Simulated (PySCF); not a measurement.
C4H14PSi2 (charge -1).
Atom-mapped SMILES: `[CH3:1][SiH2:2][P-:3][Si:4]([CH3:5])([CH3:6])[CH3:7]` (hydrogens: H8, H9, H10 on C1; H11, H12 on Si2; H13, H14, H15 on C5; H16, H17, H18 on C6; H19, H20, H21 on C7)

The same species was optimised twice, with GFN2-xTB and with PBE0-D3(BJ)/def2-SVP (PySCF), and the same property calculations (PySCF, gas phase) were run on both structures.

| coordinate | GFN2-xTB | PBE0-D3(BJ)/def2-SVP | change |
| --- | --- | --- | --- |
| Si2–P3 (Å) | 2.160 | 2.186 | +0.026 |
| P3–Si4 (Å) | 2.175 | 2.196 | +0.021 |
| Si4–C6 (Å) | 1.924 | 1.910 | -0.014 |
| Si4–C7 (Å) | 1.925 | 1.911 | -0.014 |
| C1–Si2 (Å) | 1.902 | 1.909 | +0.007 |
| Si4–C5 (Å) | 1.915 | 1.908 | -0.007 |
| C6–Si4–C7 (°) | 102.4 | 104.6 | +2.2 |
| P3–Si4–C5 (°) | 110.4 | 108.7 | -1.7 |
| C1–Si2–P3 (°) | 111.2 | 109.7 | -1.5 |
| P3–Si4–C7 (°) | 116.9 | 116.2 | -0.7 |
| P3–Si4–C6 (°) | 116.9 | 116.2 | -0.7 |
| C5–Si4–C7 (°) | 104.4 | 105.0 | +0.6 |
| C5–Si4–C6 (°) | 104.4 | 105.0 | +0.6 |
| Si2–P3–Si4 (°) | 96.0 | 96.0 | 0.0 |
| C1–Si2–P3–Si4 (°) | 180 | 180 | 0 |
| Si2–P3–Si4–C5 (°) | 180 | 180 | 0 |

Rotational constants: A = 2452, B = 763.5, C = 715.0 MHz (GFN2-xTB) against A = 2431, B = 758.4, C = 711.9 MHz (PBE0-D3(BJ)/def2-SVP).

On the GFN2-xTB structure: HOMO (eV) -0.54 [PBE0/pcSseg-1]; LUMO (eV) 4.74 [PBE0/pcSseg-1]; GIAO shielding of C1 (ppm) 188.2 [PBE0/pcSseg-1]; GIAO shielding of Si2 (ppm) 400.9 [PBE0/pcSseg-1]; GIAO shielding of P3 (ppm) 713.1 [PBE0/pcSseg-1]; GIAO shielding of Si4 (ppm) 353.8 [PBE0/pcSseg-1]; GIAO shielding of C5/C6/C7 (mean) (ppm) 180.6 [PBE0/pcSseg-1].

Question: What do these properties become on the PBE0-D3(BJ)/def2-SVP structure?

Answer: 
| property | level | on GFN2-xTB | on PBE0-D3(BJ)/def2-SVP | change |
| --- | --- | --- | --- | --- |
| HOMO (eV) | PBE0/pcSseg-1 | -0.54 | -0.53 | +0.01 |
| LUMO (eV) | PBE0/pcSseg-1 | 4.74 | 4.64 | -0.10 |
| energy, GFN2-xTB geometry as zero (kcal/mol) | PBE0/pcSseg-1 | 0.0 | -1.6 | -1.6 |
| GIAO shielding of C1 (ppm) | PBE0/pcSseg-1 | 188.2 | 183.7 | -4.5 |
| GIAO shielding of Si2 (ppm) | PBE0/pcSseg-1 | 400.9 | 394.2 | -6.7 |
| GIAO shielding of P3 (ppm) | PBE0/pcSseg-1 | 713.1 | 693.9 | -19.2 |
| GIAO shielding of Si4 (ppm) | PBE0/pcSseg-1 | 353.8 | 352.0 | -1.8 |
| GIAO shielding of C5/C6/C7 (mean) (ppm) | PBE0/pcSseg-1 | 180.6 | 177.6 | -3.0 |

The heavy atoms differ by 0.023 Å rms after alignment. Among bonds between heavy atoms Si2–P3 changes most (+0.026 Å). Changes are differences of the printed values. Neither structure is proved a minimum here. One conformer (not necessarily the lowest) at the PBE0-D3(BJ)/def2-SVP geometry, without solvent, vibrations or thermal averaging. The geometry's basis has no diffuse functions, a weakness for an anion.

Shape of the structure used: `[CH3:1][SiH2:2][P-:3][Si:4]([CH3:5])([CH3:6])[CH3:7]`: C1–Si2–P3–Si4 180°, Si2–P3–Si4–C5 180°.
